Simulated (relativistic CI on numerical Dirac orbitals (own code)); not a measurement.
Fe⁺ in a cubic cluster: 2p photoemission with charge transfer

Computed with a charge-transfer multiplet model of a cubic metal-ligand cluster with up to 3 ligand holes, Slater and spin-orbit integrals from Dirac-Coulomb-Breit ions, Slater integrals scaled by 0.9. The ground state mixes d7 with configurations of k ligand holes L, whose averages lie at kΔ + k(k − 1)U_dd/2; a core hole lowers each added d electron by U_cd. 20 K, Lorentzian 0.6 eV and Gaussian 0.8 eV FWHM.

Atomic integrals in eV (Slater integrals scaled, ζ unscaled), ground: F2dd 8.720, F4dd 5.369, zeta_d 0.042; with the core hole: F2dd 10.545, F4dd 6.555, zeta_d 0.067, zeta_core 8.135, F2cd 6.142, G1cd 4.566, G3cd 2.594.

Cluster parameters (eV): U_dd = 7.4, U_cd = 9.6, 10Dq = 0.65, 10Dq(ligand) = 1.3, V(eg) = 1.35, V(t2g) = -0.62, final-state hopping factor = 1.

Weights, n_d and S are thermal averages at 20 K. Binding energies count from the first peak over 30 % of the highest in each spectrum, which can be another peak from case to case. The parameters are a model scan and need not match a compound or its usual spin state. Peaks in eV (height, largest 100): 0.0 (100), 1.5 (69), 3.2 (67), 4.9 (90), 8.3 (31), 14.2 (66), 18.2 (64).

Problem. Which parameters give this spectrum?
A. Δ = 5.3 eV
B. Δ = 6.3 eV
C. Δ = 7.3 eV
D. Δ = 4.3 eV
E. Δ = 8.3 eV

Solution. C. Δ = 7.3 eV; the ground state then has 7.05 d electrons and S = 1.50. The choice follows from running the model for each set and comparing peak positions and heights.
